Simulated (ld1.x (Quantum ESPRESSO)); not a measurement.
# What one change does to a pseudopotential (antimony, PAW)

antimony, PAW, made with ld1.x (Quantum ESPRESSO) 7.5 (PBEsol, scalar-relativistic). Core [Ar] 3d10, reference 4s2 4p6 4d10 5s2 5p3. Waves: 4s (bound): rcut 1.00, rcutus 1.30 bohr; 5s (bound): rcut 1.00, rcutus 1.30 bohr; 4p (bound): rcut 1.35, rcutus 1.50 bohr; 5p (bound): rcut 1.35, rcutus 1.50 bohr; 4d (bound): rcut 1.40, rcutus 1.55 bohr; 4d channel at -0.4 Ry: rcut 1.40, rcutus 1.55 bohr. Local part: all-electron potential smoothed inside 1.20 bohr (lloc = -2). Core correction: Bessel-smoothed model core inside 0.60 bohr. Augmentation charge: PSQ, inside the norm-conserving radii.

All-electron outer shells of the reference configuration (PBEsol, scalar-relativistic, ld1.x):

```
shell  level (eV)  outermost node (bohr)  outermost maximum (bohr)
   3p     -750.06                   0.13                      0.29
   3d     -515.82                      –                      0.24
   4s     -148.62                   0.39                      0.73
   4p     -101.63                   0.39                      0.76
   4d      -33.45                   0.38                      0.84
   5s      -12.88                   0.95                      1.90
   5p       -4.84                   1.04                      2.35
```

Change: local potential all-electron potential smoothed inside 1.35 bohr (lloc = -2).

Cutoffs: the cutoffs (Ry, on a coarse ladder) from which the occupation-weighted sum of valence levels, in a spherical-Bessel basis at the reference potential, stays within 10 and 1 mRy of its value at 400 Ry; they do not see the model core or the augmentation charge, which bear on the density cutoff. Errors are all-electron minus pseudo energies relative to the spin-unpolarised reference configuration.

Problem. What does the change do?

Solution. The potential gets neither clearly harder nor softer (70 Ry and 120 Ry → 70 Ry and 120 Ry); of the 7 tests that both files solve, the error grows in 2 and shrinks in 4 by more than 15 % and 0.3 meV (median size 8.4 → 1.5 meV); neither file shows a bound ghost.

```tsv
quantity	base	changed
cutoff, loose	70 Ry	70 Ry
cutoff, tight	120 Ry	120 Ry
bound ghosts	none	none
error for 4s2 4p6 4d10 5s2 5p2, meV [ΔE 8.34 eV]	-1.2	-1.5
error for 4s2 4p6 4d10 5s2 5p1, meV [ΔE 24.36 eV]	-0.5	-2.8
error for 4s2 4p6 4d10 5s2 5p0, meV [ΔE 48.80 eV]	+8.4	-1.1
error for 4s1 4p6 4d10 5s2 5p3, meV [ΔE 157.24 eV]	+109	+1.0
error for 4s2 4p6 4d10 5s0 5p5, meV [ΔE 16.49 eV]	+24	+16
error for 4s2 4p6 4d10 5s2 5p2.5, meV [ΔE 3.27 eV]	-0.6	-0.6
error for 4s2 4p6 4d9 5s2 5p3, meV [ΔE 40.68 eV]	+223	+85
s: phases at 1.69 bohr within 0.05 rad from the reference energy up to (Ry; the scan ends near 5)	to the end of the scan	to the end of the scan
p: phases at 1.69 bohr within 0.05 rad from the reference energy up to (Ry; the scan ends near 5)	to the end of the scan	to the end of the scan
d: phases at 1.69 bohr within 0.05 rad from the reference energy up to (Ry; the scan ends near 5)	4.8	to the end of the scan
lowest overlap eigenvalue by channel	s 0.02, p 0.10, d 0.33	s 0.10, p 0.09, d 0.31
```
